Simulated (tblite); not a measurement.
A tight-binding relaxation on `C#[C][Al]([CH2]C=C)[S]BC`.

Computed with GFN2-xTB geometry optimisation, gas phase (tblite 0.8.0). Start geometry: from a force field or distance geometry. A driver script takes a list of jobs; this job's settings line and coordinates (Å) are shown.

Command:
```bash
OMP_NUM_THREADS=1 python probes_run.py task.json out
```

Input:
```
{"job": {"kind": "relax", "xc": "GFN2-xTB", "basis": "xTB"}, "charge": 0, "multiplicity": 1}
C     -1.965400     3.658600     0.668900
C     -1.298200     2.682900     0.477600
Al    -0.198100     1.073600     0.167700
C     -1.149900    -0.379100    -0.855600
C     -2.363500    -0.688200    -0.034400
C     -2.583900    -1.895600     0.462600
S      1.946900     1.482600    -0.443900
B      2.912400    -0.092200    -0.771200
C      3.495400    -0.940200     0.446300
H     -2.589100     4.517000     0.834600
H     -0.488600    -1.250900    -1.006000
H     -1.495700     0.053300    -1.803900
H     -3.075400     0.144100     0.122100
H     -3.478800    -2.077600     1.049500
H     -1.907900    -2.724600     0.335900
H      3.355600    -0.208900    -1.868300
H      2.629100    -1.422800     0.929200
H      4.005900    -0.250700     1.149100
H      4.239500    -1.672100     0.132400
```

**Question.** Estimate the output.

**Answer.** 
```
step      E/eV     max force
  0    -636.27260    2.000
  1    -636.32661    4.379
  2    -636.50893    1.240
  3    -636.60104    0.865
  4    -636.62456    0.600
  5    -636.65175    0.438
  6    -636.67047    0.457
  7    -636.68528    0.262
  8    -636.69175    0.189
  9    -636.69697    0.164
... (191 lines left out)
201    -637.08828    0.016
202    -637.08833    0.034
203    -637.08839    0.025
204    -637.08844    0.024
205    -637.08851    0.015
206    -637.08856    0.021
207    -637.08861    0.017
208    -637.08865    0.010
209    -637.08867    0.019
210    -637.08868    0.010
```

«max force» is the largest atomic force in eV/Å.

**Question.** From which step on does the largest force stay under 0.1 eV/Å, and how much energy is left to gain from there?

**Answer.** From step 113 (0.095 eV/Å), 21.3 meV above the end.

Main results: energy lowered by 18.8 kcal/mol over 210 steps; largest atomic force 0.010 eV/Å at the end.

**Question.** Where do the atoms end?

**Answer.** 1.250 Å rms from the input after alignment:
```
atom  x, y, z in Å
C1    -0.6923    2.9068    1.3307
C2    -0.4946    2.0378    0.5102
Al3   -0.0916    0.7261   -0.8679
C4    -1.2123   -0.8484   -1.4110
C5    -2.2842   -0.9240   -0.3799
C6    -2.2295   -1.6668    0.7155
S7     1.8171    1.1499   -1.9413
B8     2.8808    0.4942   -0.6871
C9     2.3441   -0.2116    0.6218
H10   -0.8775    3.6517    2.0551
H11   -0.6165   -1.7734   -1.4130
H12   -1.6498   -0.7472   -2.4126
H13   -3.1470   -0.2913   -0.5492
H14   -3.0227   -1.6722    1.4424
H15   -1.3870   -2.3084    0.9227
H16    4.0324    0.6186   -0.8584
H17    1.2857   -0.5188    0.5533
H18    2.4106    0.4776    1.4653
H19    2.9245   -1.0915    0.8960
```

**Question.** Estimate the wall time. Hardware: one thread, Arm Neoverse N1 (aarch64), no GPU, shared host with 64 logical CPUs at a one-minute load of 60.

**Answer.** About 3.8 s.
Labels such as C1 count atoms from 1, the log's own numbers from 0.
